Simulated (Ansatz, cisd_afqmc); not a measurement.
Species: P, charge 1, triplet.

Total energies in aug-cc-pV(T+d)Z, 4 correlated electrons, 5 frozen orbitals. UHF or UKS for unpaired electrons; spin-orbit terms are left out. Correlated methods leave the cores frozen. No relativity. The Monte Carlo rows (phaseless AFQMC, CISD trial, step 0.005/hartree) carry one-sigma bars that omit the constraint's bias. Outlying blocks are dropped, and bars are widened where a walk drifts. Over all cases where full CI ran beside it in this data, AFQMC minus full CI had a median of +0.1 mEh and passed +0.4 mEh in a tenth of the cases. Full CI freezes restricted core orbitals and the other rows unrestricted ones, which leaves a small offset even where coupled cluster is exact.

```
method         program         energy (Eh)  error against FCI (mEh)
----------  ----------  ------------------  -----------------------
HF              Ansatz          -340.35227                    86.19
MP2             Ansatz          -340.41516                    23.31
CCSD            Ansatz          -340.43541                     3.06
CCSD(T)         Ansatz          -340.43778                     0.69
CCSDT(Q)        Ansatz          -340.43854                    -0.07
CCSDTQ          Ansatz          -340.43856                    -0.09
AFQMC/CISD  cisd_afqmc  -340.4385 ± 0.0002                0.0 ± 0.2
FCI             Ansatz          -340.43847                     0.00
```

Ansatz is a first-principles code.
